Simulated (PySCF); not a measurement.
**UHF on Mg⁺ (magnesium, charge +1)**

Configuration: [Ne] 3s1, 2S determinant. Computed with PySCF 2.14 in def2-SVP (4s3p1d, 18 functions), with no relativity, point nucleus.

- Total energy: -199.292716 hartree
- One-electron energy: -275.3857 hartree
- Hartree (Coulomb) energy: 91.9242 hartree
- Exchange energy: -15.8312 hartree
- Kinetic energy: 198.99248 hartree
- ⟨S²⟩: 0.7501
- ⟨L²⟩: 0.000
- Sum of ⟨r⟩: 8.657 bohr
- Sum of ⟨r²⟩: 14.36 bohr²
- Density at the nucleus (Gaussians lack the cusp): 987 bohr⁻³
- Spin density at the nucleus: 1.58 bohr⁻³
- Langevin diamagnetic susceptibility: -11.4 ×10⁻⁶ cm³/mol
- Time after the integrals: 0.07 s of wall time on 1 thread of Neoverse-N1 (shared host)

```tsv
shell	electrons	mean orbital energy (eV)	rms radius, mean of both spins (bohr)
1s α	1	-1343.6	0.152
1s β	1	-1343.4	0.152
2s α	1	-111.81	0.756
2s β	1	-111.36	0.756
2p α	3	-71.360	0.774
2p β	3	-71.196	0.774
3s α	1	-14.619	3.09
```
